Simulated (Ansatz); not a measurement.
Consider the formal exchange of groups at a C–Br bond: `[SiH3]C(Br)Br` + `CF` → `FCC([SiH3])Br` + HBr.

Program: Ansatz. Geometries: PBE0-D4/def2-TZVP. ΔE: electronic, gas phase. CBS: MP2 limit from def2 TZ/QZ plus the TZ coupled-cluster correction, frozen cores. This one scheme is used for every species. For Br outer-core shells are correlated without core-valence functions, which leaves a few kJ/mol of doubt a bond. Scalar relativity is left out up to krypton. Each species was taken in one conformer, which may not be the lowest.

| level | ΔE (kJ/mol) |
| --- | --- |
| SCS-MP2/def2-TZVPP | -35.0 |
| CCSD/CBS(def2) | -40.0 |

**Question.** What does CCSD(T)/CBS give? (An estimate is asked.)

**Answer.** Ansatz gave: -38.4 kJ/mol. The listed levels differ from it by 3.4, -1.6 kJ/mol.

Largest T1 diagnostic among the species: 0.010.

From PBE to PBE0 (25 % exact exchange), in def2-TZVPP and without D4, ΔE moves by −5.0 kJ/mol.
